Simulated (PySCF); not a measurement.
## Working out the ionisation energy of V(2+)

V(2+) [Ar] 3d3 (4F) → V(3+) [Ar] 3d2 (3F). Calculation: PySCF 2.14, in aug-cc-pVDZ-DK (7s6p4d2f, 59 functions); the spin-free X2C one-electron Hamiltonian (Gaussian nucleus). Frozen: [Ar]. Energies in hartree (1 hartree = 27.21139 eV):

| part | V(2+) (lower) | V(3+) (upper) |
| --- | --- | --- |
| UHF | -947.428570 | -946.382938 |
| MP2 opposite-spin | 0.000000 | 0.000000 |
| MP2 same-spin | -0.012863 | -0.002276 |

**Question.** What does Hartree-Fock give?

**Answer.** (-946.382938) − (-947.428570) = 1.045632 hartree = 28.453 eV.

**Question.** What do MP2 and SCS-MP2 (6/5 opposite-spin, 1/3 same-spin) give?

**Answer.** The opposite-spin parts differ by 0.000 eV and the same-spin parts by 0.288 eV. MP2: 28.453 + (0.000) + (0.288) = 28.741 eV. SCS-MP2: 28.453 + 1.2 × (0.000) + (0.288)/3 = 28.549 eV.

Reference: 29.311 eV (measured; NIST Atomic Spectra Database, ionization energies), between the lowest levels; spin-orbit coupling is absent from the calculation.

A double-zeta basis recovers only part of the correlation energy.

What remains against the reference includes basis incompleteness, the frozen core and correlation beyond second order.
